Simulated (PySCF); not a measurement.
## Two-component Hartree-Fock for Yb⁵²⁺ (ytterbium, charge +52)

Start: [Ar]. Calculated with PySCF 2.14 in an uncontracted even-tempered set (18 s from 4.9 bohr⁻², ratio 2.6; 14 p from 6.4 bohr⁻², ratio 2.6; 5 d from 6.6 bohr⁻², ratio 2.8; 3 f from 100 bohr⁻², ratio 2.8): generalised Hartree-Fock with the X2C-1e Hamiltonian and a Gaussian nucleus; spin-orbit coupling (SO) screened by Boettger's factors.

| spinor shell | electrons | ε, screened SO (eV) | weight of nominal j (screened SO) | rms radius, screened SO (bohr) |
| --- | --- | --- | --- | --- |
| 1s1/2 | 2 | -65259.6 | 1.000 | 0.0223 |
| 2s1/2 | 2 | -14088.1 | 1.000 | 0.0891 |
| 2p1/2 | 2 | -13609.7 | 1.000 | 0.0758 |
| 3s1/2 | 2 | -5459.3 | 1.000 | 0.215 |
| 3p1/2 | 2 | -5262.4 | 1.000 | 0.205 |
| 3p3/2 | 4 | -4991.0 | 1.000 | 0.217 |

Where does 2p3/2 lie, and what is the 2p spin-orbit splitting (screened SO)?

At -12539.4 eV, 1070.3 eV above 2p1/2.

```csv
quantity,screened SO
E (hartree),-11427.74534
M_J,0
⟨J²⟩,0.000
⟨L²⟩,0.043
⟨S²⟩,0.043
```

Breit and QED terms are absent; they matter most for the inner s and p1/2 levels.

Densities and radii are taken from the X2C orbitals without a picture-change correction, which distorts them close to the nucleus.
